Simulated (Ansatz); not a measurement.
Basis-set series for CH₅MoNOS₂ (`C[O][Mo]([NH2])(=[S])=[S]`). The species carries charge 0 and has multiplicity 1. Mo takes the def2 core potential. All single points use the PBE0-D4/def2-TZVP geometry. It is one conformer, not always the lowest.

```tsv
atom	x (Å)	y (Å)	z (Å)
C1	-0.366	0.237	-1.966
O2	0.603	0.185	-0.949
Mo3	0.619	-0.541	0.749
N4	-0.221	0.646	1.989
S5	2.612	-0.851	1.356
S6	-0.492	-2.329	0.720
H7	0.128	0.517	-2.899
H8	-1.126	0.988	-1.729
H9	-0.851	-0.736	-2.087
H10	-1.193	0.581	2.254
H11	0.286	1.304	2.562
```

```csv
functional,basis,functions,energy (Eh),HOMO (eV),LUMO (eV)
PBE0-D4,def2-SVP,134,-1034.96582,-7.03,-2.81
PBE0-D4,def2-TZVPP,303,-1035.46490,-7.07,-2.88
ωB97M-V,def2-SVP,134,-1035.21485,-8.99,-0.81
ωB97M-V,def2-TZVPP,303,-1035.71837,-9.06,-0.93
```

Give the rows for def2-QZVPP. (Best estimate.)

Computed: 
```
functional       basis  functions  energy (Eh)  HOMO (eV)  LUMO (eV)
   PBE0-D4  def2-QZVPP        542  -1035.50265      -7.08      -2.89
   ωB97M-V  def2-QZVPP        542  -1035.75439      -9.08      -0.97
```
